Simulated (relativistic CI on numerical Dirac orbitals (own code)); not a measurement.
**Ho3+ (4f10) in a crystal field**

Calculated by Dirac-Coulomb-Breit CI, KLI orbitals optimised for each configuration, model QED, valence Slater integrals scaled by 0.75, one configuration in a parametric crystal field (own radial code).

Field parameters in Wybourne normalisation; cubic f-shell fields have B⁴₄ = √(5/14) B⁴₀ and B⁶₄ = −√(7/2) B⁶₀. The field is a parameter set, without covalency.

S is read from ⟨S²⟩ = S(S + 1).

Levels (cm⁻¹, degeneracy): 0 (3), 2 (2), 91 (3), 522 (2), 546 (3), 576 (1), 670 (3), 5355 (3), 5411 (2), 5427 (3), 5490 (1), 5527 (3).

(1) Which field gives this pattern?
A. Oh, B40 = -2220, B60 = 870 cm⁻¹
B. Oh, B40 = -2680, B60 = 350 cm⁻¹
C. Oh, B40 = 1870, B60 = 320 cm⁻¹

Answers

(1) A. Oh, B40 = -2220, B60 = 870 cm⁻¹, ground level with S = 1.93.
